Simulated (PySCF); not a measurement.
This singlet lies 0.26 eV below the relaxed triplet at the level B3LYP-D3(BJ)/def2-TZVP (PySCF); other levels give the other order.

B3LYP has the VWN-RPA correlation part, as in Gaussian. 

Z-matrix (Å, degrees):
```
N
C 1 1.3165
C 2 1.3861 1 114.72
H 3 1.0851 2 118.94 1 -0.01
H 3 1.0854 4 119.15 2 -180.00
H 2 1.0894 1 123.20 3 179.99
C 1 1.4008 2 119.94 6 0.00
H 7 1.0905 1 116.90 2 -0.02
H 7 1.1051 8 112.42 1 123.71
H 7 1.1052 8 112.42 9 112.58
```
Charge +1, spin multiplicity 1.

### Question
Predict the HOMO, total energy, LUMO and HOMO–LUMO gap from B3LYP-D3(BJ)/def2-TZVP (PySCF 2.14.0).

### Answer

| Quantity | Value |
|---|---|
| HOMO | -13.99 eV |
| total energy | -4690.80 eV |
| LUMO | -10.64 eV |
| HOMO–LUMO gap | 3.35 eV |
